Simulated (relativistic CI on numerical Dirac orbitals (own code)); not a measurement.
## Re XXI: computed level list

Computed by Dirac-Coulomb-Breit CI, separate exchange-only KLI orbitals for each configuration, a model potential for QED, unscaled Slater integrals (own radial code, finite nucleus).

Configurations in the expansion (outside the closed core [Ar] 3d10): 4s²4p⁶4d¹⁰4f⁹, 4s²4p⁶4d¹⁰4f⁸5s, 4s²4p⁶4d¹⁰4f⁷5s², 4s²4p⁶4d¹⁰4f⁸5p, 4s²4p⁶4d¹⁰4f⁷5s5p, 4s²4p⁶4d⁸4f¹¹, 4s²4p⁶4d¹⁰4f⁸6s, 4s²4p⁵4d¹⁰4f¹⁰, 4p⁶4d¹⁰4f¹¹. Levels of other configurations are missing.

The lowest level is 4s²4p⁶4d¹⁰4f⁹ ⁶H°15/2, with 82 % of that term; Hund's rules for 4s²4p⁶4d¹⁰4f⁹ give ⁶H° with J = 15/2, in agreement.

| No. | Configuration | Term | J | E (cm⁻¹) | % | Next component (%) | Lifetime (s) | jj configuration (%) |
| --- | --- | --- | --- | --- | --- | --- | --- | --- |
| 1 | 4s²4p⁶4d¹⁰4f⁹ | ⁶H° | 15/2 | 0.0 | 82 | 16 ⁴I° |  | 4f7/2^3 (47) |
| 2 | 4s²4p⁶4d¹⁰4f⁹ | ⁶H° | 13/2 | 14271.5 | 90 | 8 ⁴I° | 7.24e-03 | 4f5/2^5 4f7/2^4 (63) |
| 3 | 4s²4p⁶4d¹⁰4f⁹ | ⁶F° | 11/2 | 18137.5 | 42 | 33 ⁶H° | 5.39e-01 | 4f7/2^3 (39) |
| 4 | 4s²4p⁶4d¹⁰4f⁹ | ⁶F° | 9/2 | 19994.3 | 42 | 35 ⁴F° | 2.89e+02 | 4f7/2^3 (55) |
| 5 | 4s²4p⁶4d¹⁰4f⁹ | ⁶H° | 11/2 | 23647.5 | 46 | 45 ⁶F° | 2.58e-02 | 4f5/2^5 4f7/2^4 (52) |
| 6 | 4s²4p⁶4d¹⁰4f⁹ | ⁶H° | 9/2 | 27157.2 | 64 | 17 ⁶F° | 1.92e-02 | 4f5/2^5 4f7/2^4 (54) |
| 7 | 4s²4p⁶4d¹⁰4f⁹ | ⁶F° | 7/2 | 30417.8 | 41 | 29 ⁶H° | 1.48e-02 | 4f5/2^5 4f7/2^4 (65) |
| 8 | 4s²4p⁶4d¹⁰4f⁹ | ⁶H° | 7/2 | 31928.1 | 45 | 34 ⁶F° | 7.18e-02 | 4f5/2^4 4f7/2^5 (50) |
| 9 | 4s²4p⁶4d¹⁰4f⁹ | ⁶H° | 5/2 | 34727.0 | 67 | 20 ⁴G° | 1.79e-01 | 4f5/2^4 4f7/2^5 (40) |
| 10 | 4s²4p⁶4d¹⁰4f⁹ | ⁶F° | 3/2 | 35170.4 | 53 | 26 ⁴D° |  | 4f7/2^3 (48) |
| 11 | 4s²4p⁶4d¹⁰4f⁹ | ⁶F° | 5/2 | 36659.1 | 73 | 12 ⁴D° | 7.38e-02 | 4f5/2^5 4f7/2^4 (48) |
| 12 | 4s²4p⁶4d¹⁰4f⁹ | ⁶F° | 1/2 | 39637.7 | 70 | 26 ⁴D° | 9.53e-02 | 4f5/2^5 4f7/2^4 (60) |
| 13 | 4s²4p⁶4d¹⁰4f⁹ | ⁴I° | 15/2 | 42051.8 | 28 | 25 ²K° | 2.19e-03 | 4f7/2^3 (49) |
| 14 | 4s²4p⁶4d¹⁰4f⁹ | ⁶F° | 9/2 | 47858.2 | 33 | 32 ⁴F° | 1.89e-03 | 4f5/2^4 4f7/2^5 (56) |
| 15 | 4s²4p⁶4d¹⁰4f⁹ | ⁴G° | 11/2 | 50632.3 | 68 | 16 ⁶H° | 1.31e-03 | 4f5/2^4 4f7/2^5 (48) |
| 16 | 4s²4p⁶4d¹⁰4f⁹ | ⁴K° | 17/2 | 53299.4 | 51 | 23 ⁴L° | 2.26e-02 | 4f5/2^5 4f7/2^4 (97) |
| 17 | 4s²4p⁶4d¹⁰4f⁹ | ⁴M° | 21/2 | 54610.2 | 85 | 14 ²N° |  | 4f5/2^5 4f7/2^4 (77) |
| 18 | 4s²4p⁶4d¹⁰4f⁹ | ⁶F° | 3/2 | 56336.8 | 32 | 26 ²P° | 3.29e-03 | 4f7/2^3 (34) |
| 19 | 4s²4p⁶4d¹⁰4f⁹ | ⁴L° | 19/2 | 56870.4 | 51 | 38 ⁴M° | 1.33e+00 | 4f5/2^5 4f7/2^4 (82) |
| 20 | 4s²4p⁶4d¹⁰4f⁹ | ⁴I° | 13/2 | 56942.3 | 49 | 23 ⁴K° | 2.24e-03 | 4f5/2^5 4f7/2^4 (65) |
| 21 | 4s²4p⁶4d¹⁰4f⁹ | ⁴F° | 7/2 | 58485.9 | 31 | 30 ⁴D° | 3.17e-03 | 4f5/2^5 4f7/2^4 (41) |
| 22 | 4s²4p⁶4d¹⁰4f⁹ | ⁴P° | 5/2 | 59804.6 | 40 | 26 ⁶P° | 8.54e-03 | 4f5/2^5 4f7/2^4 (42) |
| 23 | 4s²4p⁶4d¹⁰4f⁹ | ⁴I° | 11/2 | 62697.0 | 52 | 15 ²H° | 3.50e-03 | 4f5/2^5 4f7/2^4 (42) |
| 24 | 4s²4p⁶4d¹⁰4f⁹ | ⁴M° | 15/2 | 66149.7 | 39 | 27 ⁴I° | 2.14e-03 | 4f5/2^4 4f7/2^5 (68) |
| 25 | 4s²4p⁶4d¹⁰4f⁹ | ⁴I° | 9/2 | 66746.5 | 26 | 21 ²H° | 2.78e-03 | 4f5/2^5 4f7/2^4 (51) |
| 26 | 4s²4p⁶4d¹⁰4f⁹ | ⁴I° | 9/2 | 69047.2 | 45 | 16 ⁴H° | 6.13e-03 | 4f5/2^5 4f7/2^4 (46) |
| 27 | 4s²4p⁶4d¹⁰4f⁹ | ⁴D° | 5/2 | 69146.5 | 50 | 28 ⁴F° | 1.68e-03 | 4f5/2^4 4f7/2^5 (58) |
| 28 | 4s²4p⁶4d¹⁰4f⁹ | ²F° | 7/2 | 69412.4 | 36 | 28 ⁴F° | 1.74e-03 | 4f5/2^4 4f7/2^5 (42) |
| 29 | 4s²4p⁶4d¹⁰4f⁹ | ⁴K° | 15/2 | 70356.7 | 49 | 17 ²K° | 7.43e-03 | 4f5/2^5 4f7/2^4 (50) |
| 30 | 4s²4p⁶4d¹⁰4f⁹ | ⁴G° | 7/2 | 71408.8 | 32 | 25 ⁶P° | 4.47e-03 | 4f5/2^5 4f7/2^4 (54) |
| 31 | 4s²4p⁶4d¹⁰4f⁹ | ²D° | 3/2 | 71605.0 | 28 | 24 ⁶P° | 2.78e-03 | 4f5/2^5 4f7/2^4 (65) |
| 32 | 4s²4p⁶4d¹⁰4f⁹ | ⁴M° | 17/2 | 72154.0 | 59 | 35 ⁴K° | 6.39e-03 | 4f5/2^4 4f7/2^5 (94) |
| 33 | 4s²4p⁶4d¹⁰4f⁹ | ⁴G° | 5/2 | 73382.7 | 28 | 21 ²F° | 2.34e-03 | 4f5/2^5 4f7/2^4 (44) |
| 34 | 4s²4p⁶4d¹⁰4f⁹ | ⁴P° | 1/2 | 73912.9 | 47 | 20 ⁴D° | 1.93e-03 | 4f5/2^4 4f7/2^5 (41) |
| 35 | 4s²4p⁶4d¹⁰4f⁹ | ⁴H° | 13/2 | 74344.2 | 62 | 15 ⁴I° | 2.26e-03 | 4f5/2^5 4f7/2^4 (52) |
| 36 | 4s²4p⁶4d¹⁰4f⁹ | ⁴M° | 19/2 | 74798.0 | 58 | 34 ⁴L° | 5.20e-03 | 4f5/2^4 4f7/2^5 (86) |
| 37 | 4s²4p⁶4d¹⁰4f⁹ | ⁴H° | 11/2 | 75755.4 | 49 | 19 ⁴G° | 4.60e-03 | 4f5/2^4 4f7/2^5 (50) |
| 38 | 4s²4p⁶4d¹⁰4f⁹ | ⁶P° | 7/2 | 78189.3 | 34 | 26 ⁴G° | 2.85e-03 | 4f5/2^5 4f7/2^4 (45) |
| 39 | 4s²4p⁶4d¹⁰4f⁹ | ⁴G° | 11/2 | 79098.7 | 46 | 18 ⁴H° | 1.51e-03 | 4f5/2^4 4f7/2^5 (47) |
| 40 | 4s²4p⁶4d¹⁰4f⁹ | ⁴F° | 5/2 | 79836.3 | 39 | 34 ⁴G° | 5.33e-03 | 4f5/2^5 4f7/2^4 (47) |
| 41 | 4s²4p⁶4d¹⁰4f⁹ | ⁴K° | 13/2 | 80258.4 | 41 | 19 ⁴I° | 3.37e-03 | 4f5/2^4 4f7/2^5 (68) |
| 42 | 4s²4p⁶4d¹⁰4f⁹ | ⁴L° | 17/2 | 80441.0 | 58 | 26 ²L° | 9.00e-03 | 4f5/2^4 4f7/2^5 (63) |
| 43 | 4s²4p⁶4d¹⁰4f⁹ | ⁴F° | 3/2 | 80757.9 | 63 | 13 ²D° | 6.12e-03 | 4f5/2^5 4f7/2^4 (61) |
| 44 | 4s²4p⁶4d¹⁰4f⁹ | ⁴G° | 9/2 | 81413.5 | 67 | 9 ²G° | 7.23e-04 | 4f5/2^3 4f7/2^6 (63) |
| 45 | 4s²4p⁶4d¹⁰4f⁹ | ⁴F° | 3/2 | 82982.1 | 53 | 20 ²D° | 3.26e-03 | 4f5/2^4 4f7/2^5 (60) |

Energies count from the lowest computed level; ° marks odd parity; lifetimes are radiative, by E1, M1, E2, M2 decay to levels of this space only; some are left blank where a channel outside the calculation adds to the decay or the decay crosses a small, uncertain gap. Filled j subshells are mostly left out of the jj labels.

The mean weight of the leading LS term, summed over parents, in these 45 levels is 50 %, and that of the leading jj configuration (from the same eigenvectors) 56 %.

At this charge energies of transitions that change n are usually good to better than 1 %, and those within a shell (Δn = 0) to a few per cent. Terms inside the open d or f shell come out 10 to 20 % too wide with unscaled integrals.

LS names give the leading component of a level, which can be under half, so a name can repeat, a term be missing and a line seem to break the LS rules.
